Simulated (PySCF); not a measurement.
**VSF₃, singlet: computed properties**

These are results of PBE in PySCF with V def2-SVP, S def2-SVP, F def2-SVP; no relativity; density-fitted integrals, not measurements.

The structure is a minimum.

```xyz
5
charge 0 multiplicity 1, angstrom
V     0.0000    0.1918    0.1357
S     0.0000   -1.4559   -1.0302
F     1.4042    0.1770    1.1184
F    -1.4042    0.1770    1.1184
F     0.0000    1.5818   -0.8670
```

```
Point group                                                                   : C3v
Bond lengths                                                                  : V–F 1.714 Å (×3), V–S 2.019 Å
Bond angles                                                                   : F–V–F 110.0° (×3), F–V–S 108.9° (×3)
Rotational symmetry number                                                    : 3
Dipole moment                                                                 : 0.03 D
Highest occupied level                                                        : -7.52 eV
Principal polarisabilities                                                    : 33.3, 33.3, 60.0 bohr³
Heat capacity Cp at 298.15 K                                                  : 83.8 J/(mol K)
Atomisation energy without zero-point energy                                  : 2286 kJ/mol
Principal quadrupole moments (Buckingham, traceless) about the centre of mass : -0.90, -0.90, 1.80 D Å
Zero-point energy                                                             : 24.4 kJ/mol
Enthalpy at 298.15 K above 0 K                                                : 17.83 kJ/mol
Rotational constants                                                          : 0.1125, 0.07839, 0.07839 cm⁻¹
Lowest empty level                                                            : -4.84 eV
Entropy at 298.15 K and 1 bar                                                 : 319.9 J/(mol K)
```

Harmonic modes (masses in u: V 50.944, S 31.972, F 18.998):
```
symmetry  ω (cm⁻¹)  IR (km/mol, summed over degenerate members)
       e       211                                          6.6
       e       231                                          4.8
      a1       251                                          2.7
      a1       586                                         11.2
      a1       746                                          133
       e       810                                          252
```

In C3v the vibrations span 3e + 3a1.

Charges (e):
```
  atom  Mulliken  Löwdin  polar tensor  Mayer order to V1
    V1      0.92    0.12          1.80                  –
    S2     -0.08    0.15         -0.30               2.38
F3,4,5     -0.28   -0.09         -0.50               1.09
```

Mulliken populations on V1: s 6.20, p 12.58, d 3.26, f 0.03.

Formally V is in oxidation state +5, d0. The polar-tensor charge on V, 1.80, is far below the formal one.

This need not be the most stable arrangement of these atoms.

The final relaxation and frequency run took 62 s on 2 threads of a shared AMD EPYC 7R43 64-Core (Zen 3) host, with 91 basis functions and 11 gradients; the process peaked at 1.1 GiB.
